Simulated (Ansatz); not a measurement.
Z-matrix (Å, degrees):
```
B
O 1 1.3315
H 2 0.9637 1 113.37
C 1 1.5610 2 124.07 3 180.00
O 4 1.1579 1 147.36 2 180.00
```
Charge 0, spin multiplicity 1.

These are frozen-core CCSD(T)/cc-pVTZ // B3LYP-D3(BJ)/def2-TZVP run with Ansatz (an electronic-structure program) values and carry that method's errors. The restricted HF reference is unstable towards unrestricted orbitals.

```
Item                            Value
----------------------  -------------
HF energy               -212.87742 Ha
MP2 correlation energy    -0.70590 Ha
```

Estimate the CCSD correlation energy, the (T) correction, the total energy and the T1 diagnostic.


```json
{
  "CCSD correlation energy": "-0.71388 Ha",
  "(T) correction": "-0.03652 Ha",
  "CCSD(T) total energy": "-213.62782 Ha",
  "T1 diagnostic": "0.021"
}
```
